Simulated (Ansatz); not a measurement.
PbO4⁻. The state is a doublet with charge -1. Geometry PBE-D4/def2-SVP, that of the neutral singlet; atoms count from 1.

```xyz
5

Pb    1.6269   -0.4804    0.5214
O     0.5588    1.3276   -0.0692
O    -0.3159   -1.3993    0.1472
O    -0.8777    0.8408    0.0422
O    -0.9920   -0.2887   -0.6416
```

In the def2 sets Pb takes a core potential; there is no spin–orbit coupling. The structure holds 3 bonds between oxygen atoms, so isomers without such links may lie far lower. The highest occupied level of the charge -1 doublet lies above zero (up to 0.56 eV). By energy differences its removal costs 1.25 eV (vertical, to the charge 0 singlet, at PBE0-D4/def2-TZVPD); a positive level beside a positive removal energy at the same level points to self-interaction error. The structure comes from a short search, and lower isomers may exist.

**Question.** Estimate the Mulliken populations from the PBE0/def2-TZVPD orbitals of Ansatz.

**Answer.** 
| atom | charge (e) | spin (α − β) |
| --- | --- | --- |
| Pb1 | 0.19 | 1.06 |
| O2 | -0.53 | -0.04 |
| O3 | -0.53 | -0.04 |
| O4 | -0.06 | 0.01 |
| O5 | -0.06 | 0.01 |
Mulliken values and Mayer orders depend strongly on the basis. With diffuse functions, as here, like atoms can get unlike values, and bond orders can come out too low or too high.

**Question.** Where does the spin sit?

**Answer.** Summed by element: Pb 1.06, O -0.06, of 1 unpaired in all. Largest on single atoms: Pb1 1.06, O2 -0.04, O3 -0.04.

**Question.** And the Mayer bond orders between bonded heavy atoms (over 0.3)?

**Answer.** Pb1–O2 0.48 (2.18 Å); Pb1–O3 0.48 (2.18 Å); O2–O4 0.77 (1.52 Å); O3–O5 0.77 (1.52 Å); O4–O5 0.90 (1.33 Å).
